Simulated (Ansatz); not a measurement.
Gas-phase electronic energies from Ansatz, PBE0-D4/def2-TZVP geometries. CCSD(T)/CBS is the MP2 limit (def2-TZVPP, def2-QZVPP) plus CCSD(T) − MP2 in def2-TZVPP, frozen cores. This one scheme is used for every species. Functionals use def2-TZVPP. Each species was taken in one conformer, which may not be the lowest.

Consider the ligand exchange at the Al–N bond: `[AlH2][NH][SiH2]O[SiH3]` + `[AlH2][SH]` → `[AlH2][S][AlH2]` + `N[SiH2]O[SiH3]`.

`[AlH2][NH][SiH2]O[SiH3]`:

Z-matrix (Å, degrees):
```
Si
N 1 1.715
O 1 1.637 2 113.3
H 1 1.487 2 109.9 3 -120.2
H 1 1.481 2 107.5 3 118.0
Al 2 1.786 1 128.6 3 -99.0
H 2 1.012 1 114.9 3 80.0
Si 3 1.631 1 147.1 2 -83.9
H 6 1.583 2 117.6 1 179.9
H 6 1.580 2 117.8 1 -0.4
H 8 1.486 3 109.9 1 94.3
H 8 1.488 3 110.5 1 -25.8
H 8 1.484 3 109.0 1 -146.0
```

`[AlH2][SH]`:

Z-matrix (Å, degrees):
```
Al
S 1 2.181
H 1 1.579 2 116.5
H 1 1.581 2 118.9 3 -180.0
H 2 1.344 1 93.7 3 180.0
```

`[AlH2][S][AlH2]`:

Cartesian coordinates in Å:
```
Al -1.658 0.112 -0.309
S -0.324 -0.786 1.168
Al 1.631 -0.179 0.408
H -1.072 0.942 -1.519
H -3.205 -0.121 -0.085
H 2.883 -0.656 1.245
H 1.745 0.688 -0.908
```

`N[SiH2]O[SiH3]`:

Z-matrix (Å, degrees):
```
Si
O 1 1.640
N 1 1.701 2 114.3
H 1 1.483 2 107.7 3 119.4
H 1 1.484 2 107.7 3 -119.4
Si 2 1.630 1 148.8 3 178.7
H 3 1.007 1 121.3 2 -75.2
H 3 1.007 1 121.3 2 75.3
H 6 1.484 2 108.5 1 -179.2
H 6 1.487 2 110.5 1 61.0
H 6 1.487 2 110.5 1 -59.4
```

```
                  species  r2SCANh energy (Eh)
`[AlH2][NH][SiH2]O[SiH3]`           -956.26165
             `[AlH2][SH]`           -642.40992
        `[AlH2][S][AlH2]`           -885.44777
         `N[SiH2]O[SiH3]`           -713.23133
```

Work out ΔE.

ΔE = (-885.44777) + (-713.23133) − (-956.26165) − (-642.40992) = -0.00753 Eh = -4.7 kcal/mol. CCSD(T)/CBS gives -4.1 kcal/mol.

Largest T1 diagnostic among the species: 0.012.

Leaving LDA and LC-ωPBE aside and taking each functional with its dispersion term where it has one, the values, not all of them listed here, spread over 3.1 kcal/mol, from HSE06-D4 to BLYP-D4. From BLYP to BHLYP (50 % exact exchange), in def2-TZVPP and without D4, ΔE moves by −0.9 kcal/mol.
